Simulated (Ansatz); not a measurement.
Calculated with Ansatz (gas phase, PBE0-D4/def2-TZVP geometries, no zero-point term in ΔE). CBS: MP2 limit from def2 TZ/QZ plus the TZ coupled-cluster correction, frozen cores. This one scheme is used for every species. Functionals use def2-TZVPP. def2 core potentials past Kr. For Te outer-core shells are correlated without core-valence functions, which leaves a few kJ/mol of doubt a bond. Each species was taken in one conformer, which may not be the lowest.

`O[SiH](F)[TeH]` + `N[SiH](O)F` → `O[Si@@H](F)N[Si@@H](O)F` + H₂Te  (ligand exchange at the Si–Te bond)

`O[SiH](F)[TeH]`:

Z-matrix (Å, degrees):
```
Si
F 1 1.594
Te 1 2.490 2 106.9
O 1 1.628 2 112.0 3 119.9
H 1 1.473 2 107.4 3 -124.2
H 3 1.656 1 90.4 2 -28.0
H 4 0.959 1 118.2 2 -70.1
```

`N[SiH](O)F`:

```xyz
8

N    -0.192   -0.829    0.827
Si    0.316    0.124   -0.485
O    -0.708    1.367   -0.725
F     1.781    0.608   -0.077
H     0.474   -1.360    1.362
H    -1.109   -1.243    0.853
H     0.431   -0.519   -1.806
H    -0.994    1.852    0.052
```

`O[Si@@H](F)N[Si@@H](O)F`:

Cartesian coordinates in Å:
```
O -1.732 0.659 -1.319
Si -0.335 -0.047 -1.747
F 0.550 0.872 -2.703
N 0.593 -0.359 -0.340
Si 0.146 -0.191 1.293
O 1.538 -0.103 2.131
F -0.711 1.157 1.436
H -1.714 1.337 -0.638
H -0.675 -1.240 -2.537
H 1.565 -0.602 -0.482
H -0.741 -1.242 1.827
H 1.515 -0.241 3.078
```

H₂Te:

Cartesian coordinates in Å:
```
Te 0.183 -0.752 -0.076
H -0.906 0.263 -0.802
H 0.723 0.488 0.878
```

| level | ΔE (kcal/mol) |
| --- | --- |
| ωB97X-V | -7.4 |
| PBE | -3.2 |
| CCSD/def2-TZVPP | -8.9 |
| MP2/CBS(def2) | -4.8 |

(1) What does CCSD(T)/CBS give? (Estimate.)

Largest T1 diagnostic among the species: 0.012.

Answers

(1) Computed: -6.6 kcal/mol. The listed levels differ from it by -0.8, 3.4, -2.3, 1.8 kcal/mol.

From PBE to PBE0 (25 % exact exchange), in def2-TZVPP and without D4, ΔE moves by −1.3 kcal/mol. In def2-TZVPP, CCSD(T) changes the Hartree–Fock value by +1.0 kcal/mol (the triples alone add +0.4 kcal/mol) and MP2 by +2.7 kcal/mol. The D4 term adds −1.0 kcal/mol with B3LYP and −0.6 kcal/mol with PBE0; it sums over pairs of atoms, weighted by their polarisabilities, and B3LYP, whose exchange is more repulsive, gets the larger term.

B3LYP here is the variant with VWN-RPA as its local correlation; programs differ in this.
